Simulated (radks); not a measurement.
Spherical quantum dot in the effective-mass picture: electrons in a hard-walled sphere of radius 3.25, all in effective atomic units (hartree* = m*/eps^2 hartree, bohr* = eps/m* bohr), one dielectric constant everywhere. Method: non-relativistic Kohn-Sham, LDA (Slater exchange, Perdew-Wang correlation), spin-polarised, spherical densities; computed with a radial shooting solver with Libxc functionals. Levels are named by radial order and angular momentum (1s, 1p, 1d, 2s, ...), and open shells are averaged over m. Results are scaled to m* = 0.327 and eps = 14.9, for which hartree* = 40.08 meV and bohr* = 2.411 nm. Each electron was tried in the lowest free levels, single moves between levels near the top were tried too, and the lowest total energy was kept; such a search can miss a lower state. At N = 1 the Hartree and exchange-correlation terms need not cancel, so that row can carry a self-interaction error.

\begin{tabular}{lrrrrrrr}
N & open shells & 2S & E (meV) & mu = E(N) - E(N-1) (meV) & addition energy mu(N+1) - mu(N) (meV) & e(HOMO) (meV) & rms radius (nm) \\ \hline
1 & 1s(up 1, down 0) & 1 & 19.3331 & 19.333 & 19.47 & 26.953 & 4.204 \\
2 & none & 0 & 58.1321 & 38.799 & 32.82 & 46.641 & 4.366 \\
3 & 1p(up 1, down 0) & 1 & 129.753 & 71.621 & 15.43 & 79.242 & 4.636 \\
4 & 1p(up 2, down 0) & 2 & 216.806 & 87.053 & 15.79 & 94.916 & 4.787 \\
5 & 1p(up 3, down 0) & 3 & 319.648 & 102.84 & 20.01 & 110.78 & 4.892 \\
6 & 1p(up 3, down 1) & 2 & 442.501 & 122.85 & 15.13 & 130.35 & 4.976 \\
7 & 1p(up 3, down 2) & 1 & 580.486 & 137.99 & 15.41 & 145.66 & 5.043 \\
8 & none & 0 & 733.883 & 153.40 & 35.75 & 161.15 & 5.100 \\
9 & 1d(up 1, down 0) & 1 & 923.032 & 189.15 & 14.95 & 196.61 & 5.174 \\
10 & 1d(up 2, down 0) & 2 & 1127.14 & 204.10 & 15.02 & 211.61 & 5.235 \\
11 & 1d(up 3, down 0) & 3 & 1346.26 & 219.13 & 15.06 & 226.65 & 5.287 \\
12 & 1d(up 4, down 0) & 4 & 1580.45 & 234.19 & 15.08 & 241.73 & 5.333 \\
13 & 1d(up 5, down 0) & 5 & 1829.72 & 249.27 & 19.06 & 256.81 & 5.373 \\
14 & 1d(up 5, down 1) & 4 & 2098.05 & 268.33 & 14.73 & 275.68 & 5.410 \\
15 & 1d(up 5, down 2) & 3 & 2381.11 & 283.06 & 14.80 & 290.45 & 5.444 \\
16 & 1d(up 5, down 3) & 2 & 2678.96 & 297.86 & 14.84 & 305.27 & 5.474 \\
17 & 1d(up 5, down 4) & 1 & 2991.66 & 312.69 & 14.86 & 320.12 & 5.502 \\
18 & none & 0 & 3319.21 & 327.55 & 39.18 & 334.99 & 5.528 \\
19 & 1f(up 1, down 0) & 1 & 3685.95 & 366.74 & 14.58 & 374.02 & 5.559 \\
20 & 1f(up 2, down 0) & 2 & 4067.26 & 381.32 & 14.60 & 388.61 & 5.587 \\
21 & 1f(up 3, down 0) & 3 & 4463.18 & 395.91 & 14.61 & 403.21 & 5.613 \\
22 & 1f(up 4, down 0) & 4 & 4873.69 & 410.52 & 14.61 & 417.82 & 5.637 \\
23 & 1f(up 5, down 0) & 5 & 5298.83 & 425.13 & - & 432.44 & 5.660 \\
\end{tabular}

All shells are closed at N = 2, 8, 18 (there: 1s2 1p6 1d10); the second difference of the energy has clear peaks (12 % above both neighbours; the first and last values, which can be the largest, are not judged, and half-filled shells can peak too) at N = 2, 5, 8, 13, 18.
